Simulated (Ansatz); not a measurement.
Cost and result for the atomization energy of BH6SSbSi (`SB[SiH2][SbH2]`) (10 atoms, 9 bonds).

```xyz
10

S     0.308    1.968    1.426
B    -0.512    1.045    0.161
Si    0.577   -0.014   -1.127
Sb    0.455   -2.462   -0.304
H    -0.756    2.411    2.120
H    -1.703    1.004    0.132
H     2.018    0.356   -1.184
H     0.025   -0.001   -2.510
H    -1.224   -2.326   -0.011
H     0.812   -1.981    1.297
```

Charge 0, multiplicity 1. Correlated methods include outer-core shells of Sb, which these sets cover unevenly. Sb: def2 effective core potential. The geometry is a stationary point of PBE0-D4/def2-TZVP. It is one conformer, not always the lowest. Program: Ansatz. All runs use 4 threads of an Arm Neoverse V1 on a shared host. Times are those of one run each, without the atoms' runs, and a repeat can differ threefold. Electronic energies, without spin–orbit coupling; frozen cores. CCSD(T)/CBS adds CCSD(T) − MP2 in def2-TZVPP to the MP2 limit, and its time is that of the two runs behind it. T1 = 0.015. With those shells the extrapolation isn't a true limit. B3LYP takes the VWN-RPA correlation (the form of Gaussian; ORCA's B3LYP/G).

CCSD(T)/CBS is a level of theory with its own doubt, some kJ/mol a heavy atom from the limit and from the frozen cores, so smaller differences don't rank the functionals.

| level | functions | wall time |
| --- | --- | --- |
| LDA (SPW92)/def2-TZVPP | 249 | 1.4 s |
| revPBE-D4/def2-TZVPP | 249 | 2.1 s |
| PBE0-D4/def2-TZVPP | 249 | 3.8 s |
| BHLYP-D4/def2-TZVPP | 249 | 4 s |
| CAM-B3LYP-D4/def2-TZVPP | 249 | 4.4 s |
| B3LYP-D4/def2-TZVPP (with forces) | 249 | 6 s |
| CCSD(T)/def2-SVP | 106 | 6 s |
| r2SCANh-D4/def2-TZVPP | 249 | 6.5 s |
| ωB97X-V/def2-TZVPP | 249 | 9.5 s |
| ωB97M-V/def2-TZVPP (with forces) | 249 | 14 s |
| MP2/def2-QZVPP | 459 | 23 s |
| CCSD(T)/def2-TZVPP | 249 | 3.2 min |
| CCSD(T)/CBS(def2) | – | 3.6 min |

(1) What atomization energy does each give, and how far from CCSD(T)/CBS? (Estimate.)

Answers

(1) Ansatz gave: 
```tsv
level	atomization (kJ/mol)	difference from CCSD(T)/CBS	per bond
LDA (SPW92)/def2-TZVPP	3233.1	392.9	43.6
revPBE-D4/def2-TZVPP	2812.6	-27.6	-3.1
PBE0-D4/def2-TZVPP	2835.6	-4.6	-0.5
BHLYP-D4/def2-TZVPP	2801.8	-38.4	-4.3
CAM-B3LYP-D4/def2-TZVPP	2849.3	9.1	1.0
B3LYP-D4/def2-TZVPP (with forces)	2857.1	16.9	1.9
CCSD(T)/def2-SVP	2624.5	-215.7	-24.0
r2SCANh-D4/def2-TZVPP	2843.0	2.8	0.3
ωB97X-V/def2-TZVPP	2878.9	38.7	4.3
ωB97M-V/def2-TZVPP (with forces)	2846.8	6.6	0.7
MP2/def2-QZVPP	2781.3	-58.9	-6.6
CCSD(T)/def2-TZVPP	2756.5	-83.7	-9.3
CCSD(T)/CBS(def2)	2840.2	0.0	0.0
```

In def2-TZVPP, CCSD(T) changes the Hartree–Fock value by +708.6 kJ/mol (the triples alone add +43.8 kJ/mol) and MP2 by +684.1 kJ/mol; breaking electron pairs costs correlation energy, which Hartree–Fock lacks. From BLYP to BHLYP (50 % exact exchange), in def2-TZVPP and without D4, the atomization energy moves by −20.3 kJ/mol: exact exchange takes away binding that semilocal exchange gives to molecules. The D4 term adds +44.4 kJ/mol with B3LYP and +23.6 kJ/mol with PBE0; it sums over pairs of atoms, weighted by their polarisabilities, and B3LYP, whose exchange is more repulsive, gets the larger term.
